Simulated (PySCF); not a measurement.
**Trend along group 8: MSe molecules**

PBE with triple-zeta basis sets in PySCF, for the lowest determinant that a PBE0 search found; no spin–orbit coupling. De refers to high-spin ground-configuration atoms. A positive dipole means M(−)Se(+).

```csv
M,basis,state (unpaired electrons),Re (Å),ωe (cm⁻¹),De (eV),μ (D)
Fe,def2-TZVPP,"quintet (σ ↑, π ↑↑, δ ↑)",2.147,375,n/a,-4.54
Ru,def2-TZVPP,"quintet (σ ↑, π ↑↑, δ ↑)",2.222,345,4.22,-3.27
Os,def2-TZVPP,"quintet (π ↑↑, δ ↑↑)",2.227,338,n/a,-2.10
```

The shortest bond is that of FeSe (2.147 Å), the longest that of OsSe (2.227 Å).

The state changes along the series, so neighbouring rows are not always alike in their bonding.

De is left out where the level can put another filling of the metal’s s and d shells below the measured ground configuration, by anything from nothing to about 1 eV. The metal atom is held in its measured ground configuration; semilocal functionals can put another filling of s and d lower by some tenths of an eV, and De to that atom would be smaller. These are scalar-relativistic numbers at best; spin–orbit coupling would shift them, the dissociation energy most. With d or f electrons several states lie close, and the lowest PBE0 determinant need not be the measured ground state.
